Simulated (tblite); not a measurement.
C₇H₁₂Ge.
Cartesian coordinates in Å at the GFN2-xTB level; atoms count from 1:
```
atom  x, y, z in Å
C1    -3.0059   -0.1293   -0.8055
C2    -1.5036   -0.1578   -0.5528
C3    -1.0998    0.8055    0.5538
Ge4    0.8657    0.7683    0.8882
C5     1.6518   -1.0109    1.1288
C6     2.5074   -1.2391    0.1282
C7     2.6935   -0.1823   -0.8603
C8     1.9972    0.9469   -0.7016
H9    -3.2745   -0.8256   -1.5968
H10   -3.3241    0.8681   -1.1023
H11   -3.5493   -0.4063    0.0958
H12   -0.9747    0.1034   -1.4729
H13   -1.1998   -1.1716   -0.2798
H14   -1.6184    0.5513    1.4792
H15   -1.3916    1.8229    0.2900
H16    1.2268    1.7382    1.9959
H17    1.4604   -1.7378    1.9001
H18    3.0690   -2.1571    0.0159
H19    3.3859   -0.3511   -1.6745
H20    2.0788    1.7752   -1.3849
```

Method: GFN2-xTB as coded in tblite; computed harmonic values from a numerical Hessian at the method's own geometry, unscaled. Errors from tens to a few hundred cm⁻¹ against measured bands are possible. Modes of hydrogen on germanium can be 10 to 20 % off. One conformer, not necessarily the lowest.

Harmonic wavenumbers (cm⁻¹): 51.3, 52.1, 67.2, 147.1, 184.9, 231.5, 288.2, 330.1, 382.8, 386.5, 531.8, 581.0, 588.2, 643.4, 683.3, 709.3, 715.8, 773.9, 778.5, 830.3, 910.0, 914.0, 944.2, 983.6, 992.9, 1076.2, 1108.9, 1111.0, 1113.5, 1204.8, 1217.1, 1249.9, 1276.5, 1310.7, 1340.9, 1415.1, 1459.8, 1491.3, 1503.0, 1506.1, 1546.8, 1618.2, 1888.6, 2949.5, 2959.9, 2969.1, 2969.6, 3026.9, 3030.1, 3035.1, 3040.3, 3050.1, 3087.2, 3090.1.

A = 2469, B = 926.7, C = 845.8 MHz; mass 170.015 u (most abundant isotopes); point group Cs, symmetry number 1.

Zero-point energy?

Half the sum of the wavenumbers: 35674 cm⁻¹ = 102.00 kcal/mol.

Give the ideal-gas entropy at 350 K and 1 bar in the rigid-rotor, harmonic-oscillator model (classical rotation).

Translation 42.12, rotation 29.98, vibration 35.42: S = 107.5 cal/(mol K).

And Cp and H(350 K) − H(0)?

Cp = 44.97 cal/(mol K), of which vibrations give 37.02 (their classical limit is 54 R = 107.3); H(350 K) − H(0) = 9.18 kcal/mol without the zero-point energy, 6.40 from vibrations.

Blend soft modes into free rotors: weight 1/[1 + (100 cm⁻¹/ν̃)⁴] for the oscillator and the rest for a rotor with moment μB/(μ + B), μ = h/(8π²ν), B = 10⁻⁴⁴ kg m². What vibrational entropy results?

31.79 cal/(mol K) in place of 35.42, which changes −T·S at 350 K by +1.27 kcal/mol.

What must be added to the electronic energy to get the Gibbs energy at 350 K and 1 bar?

ZPE + [H(350 K) − H(0)] − T·S = 102.00 + 9.18 − 37.63 = 73.55 kcal/mol.

Hindered rotation and anharmonicity are outside this model. Other conformers, if any are populated, would add a mixing term that is left out.
